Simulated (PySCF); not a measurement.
**From computed data to an observable: oscillator strength and radiative lifetime**

3-fluorothiophene (C4H3FS), SMILES Fc1ccsc1.

Geometry optimised at B3LYP-D3(BJ)/def2-SVP.

TDA-PBE/def2-SVPD (PySCF 2.14.0) puts the first singlet state with f over 0.02 at 5.47 eV (vertical), with the transition dipole (0.653, 0.397, 0.000) in atomic units.

Find the oscillator strength, the wavelength and the radiative lifetime that this transition would have in vacuum if emission retraced absorption.


|μ|² = 0.5840 au, so |μ| = 1.94 D. ΔE = 5.47/27.211 = 0.2010 hartree. f = (2/3) ΔE |μ|² = 0.078 (the program prints 0.078).
λ = 1239.84/5.47 = 227 nm; ν = 44119 cm⁻¹.
Einstein's coefficient A = 0.6670 ν² f s⁻¹ (ν in cm⁻¹) = 1.0e8 s⁻¹, so τ = 1/A = 9.8 ns. This state is S2; the lower singlet has f = 0.004. The figure is the radiative limit of this one transition; relaxation, internal conversion, crossing to triplets and a medium change what is measured.
